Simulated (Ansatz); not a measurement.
Basis-set extrapolation for CH7BOSSi, SMILES `BO[SiH2]SC` (PBE0-D4/def2-TZVP geometry, frozen core, Ansatz). Multiplicity 1, RHF reference.

```json
{"": "HF", "def2-TZVPP": "-828.145257", "def2-QZVPP": "-828.173053"}
{"": "MP2 correlation", "def2-TZVPP": "-0.810495", "def2-QZVPP": "-0.872807"}
{"": "CCSD(T) correlation", "def2-TZVPP": "-0.900834", "def2-QZVPP": "not run"}
```

Energies in hartree. Use E(X) = E(∞) + A·exp(−7.88·√X) for Hartree–Fock and E(X) = E(∞) + B·X^(−2.97) for correlation, with X = 3 and 4, and add CCSD(T) minus MP2 of the smaller set to the MP2 limit.

Task: What is the CCSD(T) energy at the basis-set limit?

Result: HF limit: -828.173053 + (-0.027796) × 0.13774 = -828.17688. MP2 limit: -0.872807 + (-0.062312) × 0.74074 = -0.91896. Higher-order term: -0.900834 − (-0.810495) = -0.09034. Total: -829.18618 hartree, 3.81 eV below CCSD(T)/def2-TZVPP.
